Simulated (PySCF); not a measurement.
# Levels of Gd³⁵⁺ from EOM-EA-GCCSD

Reference: closed-shell Gd³⁶⁺, [Ar] 3d10; one electron is added. Calculated with PySCF 2.14, two-component X2C-1e with screened spin-orbit coupling, an uncontracted even-tempered set (18 s from 2.4 bohr⁻², ratio 2.6; 15 p from 3.1 bohr⁻², ratio 2.6; 10 d from 3.1 bohr⁻², ratio 2.6; 6 f from 3.2 bohr⁻², ratio 2.8); frozen [Ar]; the 98 highest virtual spinors dropped; of the others 70 kept and the rest restored at second order. No Breit or QED terms. Binding energies in eV.

```tsv
level	Koopmans
4s1/2	1530.3
4p1/2	1455.3
4p3/2	1407.1
```

Problem. How does correlation move these levels?

Solution. 4s1/2: second order 1531.6, EOM-CCSD 1531.6; 4p1/2: second order 1456.6, EOM-CCSD 1456.6; 4p3/2: second order 1408.3, EOM-CCSD 1408.2.

For comparison, the ionisation energy of Gd³⁵⁺ is 1532.3 ± 0.3 eV (semi-empirical (NIST evaluation); NIST Atomic Spectra Database, ionization energies).
